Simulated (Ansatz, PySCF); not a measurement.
System: sum formula H2BO2, net charge 0, doublet state. It need not be the lowest isomer of its formula. 
Structure (B3LYP-D3(BJ)/def2-TZVP (Ansatz, a first-principles code) minimum search):
SMILES: [O]BO
```xyz
5

B      0.1210     0.4189    -0.0432
O      1.1353    -0.2769     0.4683
O     -1.1068    -0.0579    -0.3885
H      0.3850     1.5866    -0.1900
H     -1.2181    -1.0032    -0.2326
```
Charge 0, spin multiplicity 2.

Dipole moments at this geometry, in debye (magnitudes).

```tsv
level	program	dipole (D)
SVWN5/def2-TZVPD	PySCF	1.18
PBE/def2-TZVPD	Ansatz	1.16
revPBE/def2-TZVPD	Ansatz	1.16
r2SCAN/def2-TZVPD	Ansatz	1.16
B3LYP/def2-TZVPD	Ansatz	1.11
PBE0/def2-TZVPD	Ansatz	1.12
r2SCANh/def2-TZVPD	Ansatz	1.15
M06-2X/def2-TZVPD	PySCF	1.07
HSE06/def2-TZVPD	Ansatz	1.12
CAM-B3LYP/def2-TZVPD	Ansatz	1.10
LC-wPBE/def2-TZVPD	Ansatz	1.12
wB97X-V/def2-TZVPD	Ansatz	1.11
CCSD(T)/aug-cc-pVDZ	Ansatz	1.12
```
